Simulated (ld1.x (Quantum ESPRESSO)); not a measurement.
Results of a calculation; reference values are marked as such.
## Pseudopotentials across the periodic table

Generated with ld1.x 7.5 (TM, RRKJ, ultrasoft, PAW), atompaw 4.2 or ONCVPSP 4.0.1. The cutoff is in Ry: for ld1.x and atompaw files where the sum of valence levels is converged to 10 mRy in a Bessel basis, for ONCV files where the hardest occupied wave has 1 mHa per electron of residual kinetic energy. The error is the largest all-electron minus pseudo excitation energy over each file’s own four to seven test configurations (ionisations up to +4, promotions, holes and added fractions of an electron), all of which were solved. The labels leave out finer settings (local radius, basis sizes, second energies), which also bear on the numbers. Spin-polarised tests are not counted. The rows are a selection from randomly drawn settings: files with unsolved tests, undetermined cutoffs or missed reference levels are left out.

A true bound ghost makes a file unfit for plane-wave use even where its test errors are small: the radial tests pick states by their node count and pass the ghost by.

```tsv
element	potential	cutoff (Ry)	largest error (meV)	bound ghosts
Ge	RRKJ, PBE, fully relativistic, rc 1.45/1.60/0.90 (spd), local p, core correction yes, reference 3d10 4s2 4p2	230	-965	s
Nb	TM, LDA (PZ), scalar-relativistic, rc 4.32/2.75/2.45 (spd), local s, core correction no, reference 4d4 5s0.5 5p0	30	-228	none
In	TM, PBEsol, scalar-relativistic, rc 2.35/3.05/2.95 (spd), local d, core correction yes, reference 5s1 5p2	10	-146	s, p
Hf	RRKJ, LDA (PZ), scalar-relativistic, rc 3.14/3.10/1.90 (spd), local s, core correction yes, reference 5d2 6s2 6p0	21	-307	none
Ta	TM, PBE, scalar-relativistic, rc 2.70/3.95/2.35 (spd), local smoothed, core correction no, reference 5d3 6s1.75 6p0.25	25	+72	none
```

(1) Fill in the row for Si: RRKJ, PBE, non-relativistic, rc 1.85/2.20 (sp), local p, core correction yes, reference 3s1.75 3p2.25.

(2) Fill in the row for S: TM, LDA (PZ), scalar-relativistic, rc 1.10/1.10/1.20 (spd), local s, core correction yes, reference 3s2 3p4.

## Answers

(1) cutoff 25 Ry, largest error +65 meV, bound ghosts: none.

(2) cutoff 100 Ry, largest error +172 meV, bound ghosts: none.
